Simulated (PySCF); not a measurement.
Vibration and rotation of SeBr

UHF-CCSD(T) constants of SeBr, ²Π (doublet), unpaired electrons π ↑ (basis Se 6-31G(d,p), Br 6-31G(d,p); no relativity; PySCF 2.14; masses 79.9165 and 78.9183 u):

| Item | Value |
| --- | --- |
| ωe | 312.4 cm⁻¹ |
| ωexe | 0.888 cm⁻¹ |
| Be | 0.079385 cm⁻¹ |
| αe | 0.000305 cm⁻¹ |
| D (centrifugal) | 2.05e-08 cm⁻¹ |
| De to Se + Br | 1.91 eV |

Give the vibrational terms G(v) and spacings up to v = 6.

G(v) = ωe(v+½) − ωexe(v+½)².

```
v  G(v) (cm⁻¹)  G(v) − G(v−1)  Bv (cm⁻¹)
0        156.0                   0.07923
1        466.6          310.6    0.07893
2        775.5          308.8    0.07862
3       1082.5          307.1    0.07832
4       1387.8          305.3    0.07801
5       1691.3          303.5    0.07771
6       1993.1          301.7    0.07740
```

How well does the Morse estimate ωe²/(4ωexe) reproduce De, and what is D0?

It gives 3.41 eV, 178 % of the computed De. D0 = De − G(0) = 1.91 − 0.02 = 1.89 eV.

Correlated steps freeze 18 core orbitals. Correlated levels converge slowly with the basis: in double zeta they bind strong bonds too weakly, by up to about 1 eV, and carry superposition errors of some tenths. Spin–orbit coupling is left out. The state was picked by a PBE0 search and need not be the measured ground state.
